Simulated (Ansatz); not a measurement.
The same path of Cl2Zn + H2 (5 atoms, charge 0, multiplicity 1) was run 3 times with different band settings. Lost on the way: Zn1–Cl2, H4–H5. Made: Zn1–H4, Cl2–H5.

Level of theory: RKS PBE0-D4/def2-SVP in Ansatz 0.2.0.

Relaxed end points:

```xyz
5
Properties=species:S:1:pos:R:3
Zn 0.265 0.000 0.293
Cl 0.813 0.000 2.326
Cl -0.092 0.000 -1.781
H -2.224 0.000 0.461
H -2.048 0.000 1.205
```

```xyz
5
Properties=species:S:1:pos:R:3
Zn -0.981 0.000 -0.552
Cl 0.190 0.000 2.034
Cl 0.878 0.000 -1.579
H -2.439 0.000 -0.068
H -0.933 0.000 2.667
```

Common settings: movable images 9; climbing image yes; optimiser quadratic models (default); start path through a guess of the saddle point; end points relaxed.

| run | spring | force threshold | iteration limit |
| --- | --- | --- | --- |
| 1 | 5.0 eV/Å² | 0.03 eV/Å | 48 |
| 2 | 0.5 eV/Å² | 0.03 eV/Å | 52 |
| 3 | 5.0 eV/Å² | 0.2 eV/Å | 60 |

Task: What does each run give, and how far can it be trusted?

Result: Run 1: converged after 9 iterations, highest image 1.307 eV above the first end. A vibrational analysis at the climbing image gives one clearly imaginary mode, 865i cm⁻¹: a first-order saddle point.
Run 2: converged after 11 iterations, highest image 1.307 eV above the first end. Another band between the same ends (9 images) ends at a top of the same energy, where a vibrational analysis finds 1 clearly imaginary mode.
Run 3: converged after 8 iterations, highest image 1.308 eV above the first end. The threshold of 0.2 eV/Å is loose, so the images may lie well off the minimum-energy path. Another band between the same ends (9 images) ends at a top of the same energy, where a vibrational analysis finds 1 clearly imaginary mode.
The orbitals stay closed-shell, which can raise the energy where a bond breaks towards radicals; this wasn't checked here.
